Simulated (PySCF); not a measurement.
**UHF on Ge²⁺ (germanium, charge +2)**

Configuration: [Ar] 3d10 4s1 5s1, high-spin 3S determinant (an excited configuration). Calculation: PySCF 2.14, in aug-cc-pVTZ-PP with one added diffuse shell each of s, d, f type with ECP10MDF (7s5p5d3f, 68 functions); a scalar-relativistic core potential.

* Total energy: -291.853434 hartree
* One-electron energy: -501.8630 hartree
* Hartree (Coulomb) energy: 233.1109 hartree
* Exchange energy: -23.1014 hartree
* ⟨S²⟩: 2.0003
* ⟨L²⟩: 0.000
* Sum of ⟨r⟩: 18.69 bohr
* Sum of ⟨r²⟩: 36.67 bohr²

```tsv
shell	electrons	mean orbital energy (hartree)	rms radius, mean of both spins (bohr)
3s α	1	-8.33935	0.670
3s β	1	-8.31168	0.670
3p α	3	-6.24724	0.701
3p β	3	-6.23570	0.701
3d α	5	-2.58651	0.798
3d β	5	-2.57681	0.798
4s α	1	-1.41117	2.01
5s α	1	-0.51629	4.73
```

Energies and moments cover only the electrons outside the core potential. The outer electron is Rydberg-like, and this basis confines it to a smaller radius and binds it less than a complete one would.
